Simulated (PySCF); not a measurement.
**Br⁺: excitation energy**

Br⁺ [Ar] 3d10 4s2 4p4 (3P) → Br⁺ [Ar] 3d10 4s1 4p5 (3P), as a difference of total energies. Computed with PySCF 2.14 in x2c-TZVPPall with one added diffuse shell each of s, p, d type (7s6p5d1f, 57 functions), with the spin-free X2C one-electron Hamiltonian (Gaussian nucleus). Correlated levels: valence: [Ar] 3d10 frozen; valence and next inner shell: [Ne] frozen. The calculations carry no spin-orbit coupling.

```
                                method  excitation energy (eV)
                                   UHF                  14.264
                                   LDA                  12.900
                                  PBE0                  13.228
                                r2SCAN                  13.035
                                 HSE06                  13.256
                             BHandHLYP                  13.641
                                 TPSSh                  13.071
                         MP2 (valence)                  13.185
                     SCS-MP2 (valence)                  13.044
    MP2 (valence and next inner shell)                  13.262
SCS-MP2 (valence and next inner shell)                  13.093
```

**Question.** Estimate what wB97X-V gives.

**Answer.** 13.351 eV, closest to MP2 (valence and next inner shell) among the rows shown.

**Question.** Estimate what PBE gives.

**Answer.** 12.854 eV, closest to LDA among the rows shown.

Errors of the correlated levels include the incompleteness of this basis and the frozen core.

For comparison: 11.924 eV (measured; NIST levels, between the centres of gravity of the two terms).
